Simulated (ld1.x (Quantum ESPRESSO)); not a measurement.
**An all-electron radial function and its pseudo partner (Co)**

Columns: radius, all-electron u(r) and pseudo u(r) of the 4s shell (level -5.47 eV) of cobalt in the configuration [Ne] 3s2 3p6 3d7 4s2 4p0; PBE, scalar-relativistic, TM scheme, ld1.x (Quantum ESPRESSO) 7.5.

| r (bohr) | all-electron | pseudo |
| --- | --- | --- |
| 0.120 | -0.1193 | -0.0183 |
| 0.240 | -0.1094 | -0.0374 |
| 0.360 | 0.0959 | -0.0580 |
| 0.480 | 0.2400 | -0.0810 |
| 0.600 | 0.2719 | -0.1072 |
| 0.720 | 0.2184 | -0.1374 |
| 0.840 | 0.1177 | -0.1726 |
| 0.960 | -0.0013 | -0.2132 |
| 1.080 | -0.1208 | -0.2594 |
| 1.200 | -0.2312 | -0.3105 |
| 1.320 | -0.3280 | -0.3653 |
| 1.440 | -0.4098 | -0.4212 |
| 1.560 | -0.4766 | -0.4753 |
| 1.680 | -0.5296 | -0.5244 |
| 1.800 | -0.5701 | -0.5655 |
| 1.920 | -0.5997 | -0.5971 |
| 2.040 | -0.6197 | -0.6188 |
| 2.160 | -0.6316 | -0.6314 |
| 2.280 | -0.6366 | -0.6366 |
| 2.400 | -0.6357 | -0.6357 |
| 2.520 | -0.6299 | -0.6299 |
| 2.640 | -0.6200 | -0.6200 |
| 2.760 | -0.6069 | -0.6069 |
| 2.880 | -0.5911 | -0.5911 |
| 3.000 | -0.5732 | -0.5732 |
| 3.120 | -0.5538 | -0.5538 |

**Question.** How many radial nodes do the two functions have?

**Answer.** The all-electron 4s function has n − l − 1 = 3 (the table is too coarse to show those close to the nucleus); the pseudo-wave has 0, since the states of the same l below it are removed with the core.

**Question.** At about which radius was the pseudo-wave matched?

**Answer.** 2.40 bohr. The columns agree to 0.0005 from 2.16 bohr on; several derivatives are matched, so the curves merge somewhat inside the radius.

**Question.** Where does each function peak?

**Answer.** Outermost all-electron maximum near 2.28 bohr, pseudo maximum near 2.28 bohr (to the table’s step).

**Question.** Is the pseudo-wave norm-conserving?

**Answer.** Yes: the TM scheme keeps the norm inside the radius equal to the all-electron one, which fixes the energy derivative of the logarithmic derivative at the level.
